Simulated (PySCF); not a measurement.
**Steps of a relaxation of EuH3(NH3)**

EuH3(NH3) (singlet in the valence; each metal's 4f electrons, 6 of them, lie in its core potential, out of spins and levels). PySCF 2.14.0, RKS PBE0, Eu lcecp-1-SVP with ECP52, H def2-SVP, N def2-SVP; non-relativistic Hamiltonian with scalar-relativistic core potentials where named; density fitting; no spin-orbit coupling. Origin of the start: template. Columns: position (Å) and force (eV/Å). Energies are counted from the last step; some of the 11 steps are shown. Forces carry noise of the integration grid, about 0.01 to 0.03 eV/Å.

Run from Python with OMP_NUM_THREADS=2. Where DIIS fails, smearing, a level shift and second-order steps follow.
It took 30 s on 2 threads of Arm Neoverse V1, on a shared host, from the converged density of the start.

```xyz
8
step 0  E = 0.368 eV
Eu    0.1412   -0.1412    0.1412     0.97   -0.97    0.97
H     1.4258    1.1434    1.4258    -0.67   -0.45   -0.67
H    -1.1434   -1.4258    1.4258     0.45    0.67   -0.67
H     1.4258   -1.4258   -1.1434    -0.67    0.67    0.45
N    -1.3282    1.3282   -1.3282     0.02   -0.02    0.02
H    -1.9413    1.9413   -0.7911    -0.10    0.10    0.09
H    -0.7911    1.9413   -1.9413     0.09    0.10   -0.10
H    -1.9413    0.7911   -1.9413    -0.10   -0.09   -0.10
```

```xyz
8
step 3  E = 0.018 eV
Eu    0.2030   -0.2030    0.2030     0.05   -0.05    0.05
H     1.3065    1.1321    1.3065     0.00    0.06    0.00
H    -1.1321   -1.3065    1.3065    -0.06    0.00    0.00
H     1.3065   -1.3065   -1.1321     0.00    0.00   -0.06
N    -1.2866    1.2866   -1.2866    -0.01    0.01   -0.01
H    -1.9013    1.9013   -0.7474     0.01   -0.01    0.01
H    -0.7474    1.9013   -1.9013     0.01   -0.01    0.01
H    -1.9013    0.7474   -1.9013     0.01   -0.01    0.01
```

```xyz
8
step 7  E = 0.001 eV
Eu    0.2481   -0.2481    0.2481    -0.05    0.05   -0.05
H     1.2339    1.2778    1.2339     0.00    0.00    0.00
H    -1.2778   -1.2339    1.2339     0.00    0.00    0.00
H     1.2339   -1.2339   -1.2778     0.00    0.00    0.00
N    -1.2276    1.2276   -1.2276     0.01   -0.01    0.01
H    -1.8400    1.8400   -0.6833     0.01   -0.01    0.01
H    -0.6833    1.8400   -1.8400     0.01   -0.01    0.01
H    -1.8400    0.6833   -1.8400     0.01   -0.01    0.01
```

**Question.** Where does the relaxation end?

**Answer.** It converges at step 10 in C3v:
```xyz
8
step 10  E = 0
Eu    0.2437   -0.2437    0.2437
H     1.2261    1.2873    1.2261
H    -1.2873   -1.2261    1.2261
H     1.2261   -1.2261   -1.2873
N    -1.2216    1.2216   -1.2216
H    -1.8325    1.8325   -0.6746
H    -0.6746    1.8325   -1.8325
H    -1.8325    0.6746   -1.8325
```

**Question.** How did the contacts change?

**Answer.** 
| contact | start (Å) | end (Å) |
| --- | --- | --- |
| Eu1–H2 (H) | 2.225 | 2.067 |
| Eu1–H3 (H) | 2.225 | 2.067 |
| Eu1–H4 (H) | 2.225 | 2.067 |
| Eu1–N5 (NH3) | 2.545 | 2.538 |


An lcecp potential fixes the number of 4f electrons, so in runs with it no electron can move into or out of that shell.
